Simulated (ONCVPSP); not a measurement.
# potassium (K): one change to an ONCV potential, before and after

ONCVPSP 4.0.1 input, shortened (lines: element, Z, core and valence counts, functional; n l f; lmax; l rc ep ncon nbas qcut; lloc lpopt rc5 dvloc0; l nproj debl; icmod fcfact rcfact), LDA (Perdew-Zunger), scalar-relativistic:

```
  K 19.00    4    3        3      upf
    1    0    2.00
    2    0    2.00
    2    1    6.00
    3    0    2.00
    3    1    6.00
    4    0    0.50
    4    1    0.50
    2
    0    3.30    0.00    5    8    2.10
    1    2.70    0.00    4    8    4.60
    2    3.20    0.16    4    8    3.40
    4    5    2.50   -1.00
    0    2    1.60
    1    2    3.00
    2    3    1.00
    3    2.75    1.10
```

All-electron outer shells of the reference configuration (LDA (Perdew-Zunger), scalar-relativistic, ld1.x):

```csv
shell,level (eV),outermost node (bohr),outermost maximum (bohr)
3s,-35.94,0.48,1.07
3p,-19.59,0.45,1.15
4s,-2.79,1.58,3.98
4p,-1.16,1.87,5.71
```

Change: s: qcut 3; p: qcut 6.6; d: qcut 4.8.

Cutoffs: the cutoffs (Ha) at which the residual kinetic energy of the hardest occupied pseudo-wave falls to 1 and 0.1 mHa per electron; they do not see the model core or the augmentation charge, which bear on the density cutoff. Errors are all-electron minus pseudo energies relative to the spin-unpolarised reference configuration.

Task: What does the change do?

Result: The potential gets harder (8.2 Ha and 9.5 Ha → 11 Ha and 13 Ha); a bound ghost appears in s, which as a rule spoils a file; the lowest positive-energy flag moves from s at 26.0 eV to none; the number of tests with a reliable result goes from 4 to 3; the errors of the 3 common tests hardly move; the range in which the s phases agree widens (upper end 0.8 → 4.6); the range in which the d phases agree widens (upper end 2.6 → at the end of the scan).

| quantity | base | changed |
| --- | --- | --- |
| cutoff, loose | 8.2 Ha | 11 Ha |
| cutoff, tight | 9.5 Ha | 13 Ha |
| loose cutoff by channel | s 1.4 Ha, p 8.2 Ha | s 1.5 Ha, p 11 Ha |
| bound ghosts | none | s |
| GHOST(+) flags under 300 eV | s at 26.0 eV | none |
| tests with a reliable result | 4 of 4 | 3 of 4 |
| error for 3p6 4s1 4p0, meV [ΔE -0.80 eV] | +0.3 | +0.2 |
| error for 3p6 4s0 4p0, meV [ΔE 3.60 eV] | +2.8 | +2.8 |
| error for 3p6 4s0.5 4p0, meV [ΔE 0.91 eV] | 0.0 | -0.1 |
| s: phases at 3.35 bohr within 0.05 rad from the reference energy up to (Ha; the scan ends near 5) | 0.8 | 4.6 |
| p: phases at 2.73 bohr within 0.05 rad from the reference energy up to (Ha; the scan ends near 5) | 3.3 | 3.2 |
| d: phases at 3.25 bohr within 0.05 rad from the reference energy up to (Ha; the scan ends near 5) | 2.6 | to the end of the scan |
| rms error of d²Exc/dni dnj with the model core, mHa | 2.68 | 2.89 |

Base: The cutoffs count occupied waves only; projector 2 of the d channel, the hardest unoccupied one, needs 28 Ha at the loose tolerance. A true bound ghost makes a file unfit for plane-wave use even where its test errors are small: the radial tests pick states by their node count and pass the ghost by.
